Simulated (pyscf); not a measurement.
# F–C•(F)–SiH₃, doublet

Gas-phase minimum from PySCF at ωB97X-D3(BJ)/def2-SVP, one conformer. Other isomers of F–C•(F)–SiH₃ were not searched in full and may lie lower. 

SMILES: [SiH3][C](F)F
```xyz
7

F     -2.0625    -0.7287    -1.0837
C     -1.4938     0.4364    -0.7866
F     -1.9261     0.8824     0.3894
Si     0.2391     0.8398    -1.3842
H      0.4375     2.2974    -1.1738
H      0.2899     0.4865    -2.8267
H      1.2895     0.0786    -0.6431
```
Charge 0, spin multiplicity 2.

Bonded distances (Å): F1–C2 1.330, C2–F3 1.330, C2–Si4 1.877, Si4–H5 1.486, Si4–H6 1.486, Si4–H7 1.494. Angles (°): F1–C2–F3 110.6, F1–C2–Si4 120.8, F3–C2–Si4 120.6, C2–Si4–H5 106.8, C2–Si4–H6 106.8, C2–Si4–H7 112.4, H5–Si4–H6 111.5, H5–Si4–H7 109.6, H6–Si4–H7 109.7.

Properties at ωB97X-D3(BJ)/def2-SVP:

```
Property                                                                                                                                                                                            Result
---------------------------------------------------------------------------------------------------------------------  -----------------------------------------------------------------------------------
Harmonic wavenumbers, unscaled                                                                                         111, 220, 231, 438, 643, 667, 672, 931, 952, 962, 1267, 1330, 2240, 2288, 2295 cm⁻¹
Zero-point energy                                                                                                                                                                            21.8 kcal/mol
Rotational symmetry number                                                                                                                                                                               1
Entropy of this conformer at 298 K and 1 atm, rigid rotor and harmonic oscillator, modes under 100 cm⁻¹ raised to 100                                                                      314.9 J/(mol K)
Dipole moment                                                                                                                                                                                       1.42 D
Spin expectation value S2                                                                                                                                                                            0.753
```

Single-point totals, which compare only within one level (frozen core for MP2 and CC):

```
level                   total energy (hartree)
----------------------  ----------------------
ωB97X-D3(BJ)/def2-TZVP              -529.18208
PBE/def2-TZVP                       -528.73838
r²SCAN/def2-TZVP                    -528.99901
B3LYP-D3(BJ)/def2-TZVP              -529.16073
PBE0-D3(BJ)/def2-TZVP               -528.77168
M06-2X/def2-TZVP                    -529.01444
ωB97M-D3(BJ)/def2-TZVP              -529.20949
UHF/def2-TZVPP                      -527.48132
MP2/def2-TZVPP                      -528.23546
CCSD/def2-TZVPP                     -528.26710
CCSD(T)/def2-TZVPP                  -528.29224
```

Soft torsions are taken as harmonic, which can shift the entropy by several J/(mol K). The CCSD(T) − MP2 part came from Ansatz, without density fitting, on the same reference.
